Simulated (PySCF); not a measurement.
BF₂I (SMILES FB(F)I), singlet, geometry from GFN2-xTB (core potentials on I), atoms displaced at random by about 0.03 Å a coordinate; HF/def2-SVP, gradient by finite differences in PySCF.

PySCF was given this input:
```python
from pyscf import gto, scf

mol = gto.Mole()
mol.atom = '''
    B    -0.986328    0.532427   -0.612376
    F    -2.158885    0.045056   -0.600927
    F    -0.879482    1.784568   -1.114230
    I     0.572626   -0.403608    0.349884
'''
mol.basis = 'def2-svp'
mol.ecp = {'I': 'def2-svp'}
mol.charge = 0
mol.spin = 0
mol.verbose = 4
mol.build()

mf = scf.RHF(mol)
mf.conv_tol = 1e-11
mf.kernel()
scan, done = mf.as_scanner(), []
scan.scf_summary = {}
def energy(d):
    c = mol.atom_coords()
    c[0, 1] += d
    e = scan(mol.set_geom_(c, unit='Bohr', inplace=False))
    done.append(scan.converged)
    return e
h = 0.01
fd = (energy(h) - energy(-h)) / (2 * h)
print('dE/dx =', fd)
```

The log (banner, timings and long lists left out):

```
PySCF version 2.14.0

[INPUT] verbose = 4
[INPUT] num. atoms = 4
[INPUT] num. electrons = 48
[INPUT] charge = 0
[INPUT] spin (= nelec alpha-beta = 2S) = 0
[INPUT] symmetry False subgroup None
[INPUT] Mole.unit = angstrom
[INPUT] Symbol           X                Y                Z      unit          X                Y                Z       unit  Magmom
[...]
nuclear repulsion = 168.094309439436
number of shells = 28
number of NR pGTOs = 133
number of NR cGTOs = 68
basis = def2-svp
ecp = {'I': 'def2-svp'}

******** <class 'pyscf.scf.hf.RHF'> ********
method = RHF
initial guess = minao
damping factor = 0
level_shift factor = 0
DIIS = <class 'pyscf.scf.diis.CDIIS'>
diis_start_cycle = 1
diis_space = 8
diis_damp = 0
SCF conv_tol = 1e-11
SCF conv_tol_grad = None
SCF max_cycles = 50
direct_scf = True
direct_scf_tol = 1e-13
Set gradient conv threshold to 3.16228e-06
Initial guess from minao.
init E= -488.604419322868
[...]
cycle= 1 E= -519.24704045672  delta_E= -30.6  |g|= 2.18  |ddm|= 7.73
[...]
cycle= 2 E= -520.033279420982  delta_E= -0.786  |g|= 0.89  |ddm|= 4.66
[...]
cycle= 3 E= -520.17418027979  delta_E= -0.141  |g|= 0.097  |ddm|= 1.08
[...]
cycle= 4 E= -520.177401667848  delta_E= -0.00322  |g|= 0.0296  |ddm|= 0.148
[...]
cycle= 5 E= -520.177800512166  delta_E= -0.000399  |g|= 0.00929  |ddm|= 0.044
[...]
cycle= 6 E= -520.177878599332  delta_E= -7.81e-05  |g|= 0.00355  |ddm|= 0.0243
[...]
cycle= 7 E= -520.177885559102  delta_E= -6.96e-06  |g|= 0.00125  |ddm|= 0.00655
[...]
cycle= 8 E= -520.177886968224  delta_E= -1.41e-06  |g|= 0.00015  |ddm|= 0.00424
[...]
cycle= 9 E= -520.177886983664  delta_E= -1.54e-08  |g|= 5.46e-05  |ddm|= 0.00037
[...]
cycle= 10 E= -520.177886984607  delta_E= -9.43e-10  |g|= 1.88e-05  |ddm|= 6.79e-05
[...]
cycle= 11 E= -520.177886984754  delta_E= -1.47e-10  |g|= 3.51e-06  |ddm|= 2.93e-05
[...]
cycle= 12 E= -520.177886984762  delta_E= -7.73e-12  |g|= 9.14e-07  |ddm|= 8.27e-06
[...]
Extra cycle  E= -520.17788698476  delta_E= 1.36e-12  |g|= 3.81e-07  |ddm|= 1.93e-06
converged SCF energy = -520.17788698476
Create scanner for <class 'pyscf.scf.hf.RHF'>

WARN: Mole.unit (angstrom) is changed to Bohr

New geometry
   1 B     -0.986328000000   0.537718772109  -0.612376000000 AA   -1.863889788990   1.016141211324  -1.157222925257 Bohr
   2 F     -2.158885000000   0.045056000000  -0.600927000000 AA   -4.079701384432   0.085143500268  -1.135587450857 Bohr
[...]
[...]
cycle= 4 E= -520.178547436356  delta_E= -5.99e-08  |g|= 9.47e-05  |ddm|= 0.0007
[...]
cycle= 5 E= -520.178547442419  delta_E= -6.06e-09  |g|= 2.96e-05  |ddm|= 0.000234
[...]
cycle= 6 E= -520.178547443149  delta_E= -7.29e-10  |g|= 1.05e-05  |ddm|= 8.59e-05
[...]
cycle= 7 E= -520.178547443256  delta_E= -1.07e-10  |g|= 2.64e-06  |ddm|= 3.85e-05
[...]
cycle= 8 E= -520.17854744326  delta_E= -4.77e-12  |g|= 8.53e-07  |ddm|= 7.28e-06
[...]
Extra cycle  E= -520.178547443261  delta_E= -4.55e-13  |g|= 4.21e-07  |ddm|= 1.23e-06
converged SCF energy = -520.178547443261

WARN: Mole.unit (angstrom) is changed to Bohr

New geometry
   1 B     -0.986328000000   0.527135227891  -0.612376000000 AA   -1.863889788990   0.996141211324  -1.157222925257 Bohr
   2 F     -2.158885000000   0.045056000000  -0.600927000000 AA   -4.079701384432   0.085143500268  -1.135587450857 Bohr
   3 F     -0.879482000000   1.784568000000  -1.114230000000 AA   -1.661980111485   3.372344770663  -2.105589539774 Bohr
   4 I      0.572626000000  -0.403608000000   0.349884000000 AA    1.082106311805  -0.762708581683   0.661184935367 Bohr

******** <class 'pyscf.scf.hf.RHF_Scanner'> ********
method = RHF_Scanner
initial guess = minao
damping factor = 0
level_shift factor = 0
DIIS = <class 'pyscf.scf.diis.CDIIS'>
diis_start_cycle = 1
diis_space = 8
diis_damp = 0
SCF conv_tol = 1e-11
SCF conv_tol_grad = None
SCF max_cycles = 50
direct_scf = True
direct_scf_tol = 1e-13
Set gradient conv threshold to 3.16228e-06
init E= -520.174555570869
[...]
cycle= 1 E= -520.177165499594  delta_E= -0.00261  |g|= 0.00906  |ddm|= 0.0256
[...]
cycle= 2 E= -520.177178165611  delta_E= -1.27e-05  |g|= 0.00533  |ddm|= 0.0105
[...]
cycle= 3 E= -520.177182669062  delta_E= -4.5e-06  |g|= 0.000689  |ddm|= 0.00315
[...]
cycle= 4 E= -520.177182907439  delta_E= -2.38e-07  |g|= 0.000191  |ddm|= 0.0014
[...]
cycle= 5 E= -520.177182931776  delta_E= -2.43e-08  |g|= 5.95e-05  |ddm|= 0.000469
[...]
cycle= 6 E= -520.177182934703  delta_E= -2.93e-09  |g|= 2.11e-05  |ddm|= 0.000171
[...]
cycle= 7 E= -520.177182935132  delta_E= -4.3e-10  |g|= 5.12e-06  |ddm|= 7.79e-05
[...]
cycle= 8 E= -520.177182935151  delta_E= -1.93e-11  |g|= 1.6e-06  |ddm|= 1.46e-05
[...]
cycle= 9 E= -520.177182935154  delta_E= -2.96e-12  |g|= 4.92e-07  |ddm|= 3.3e-06
[...]
Extra cycle  E= -520.177182935155  delta_E= -6.82e-13  |g|= 2.65e-07  |ddm|= 6.85e-07
converged SCF energy = -520.177182935155
dE/dx = -0.068225405289013
```
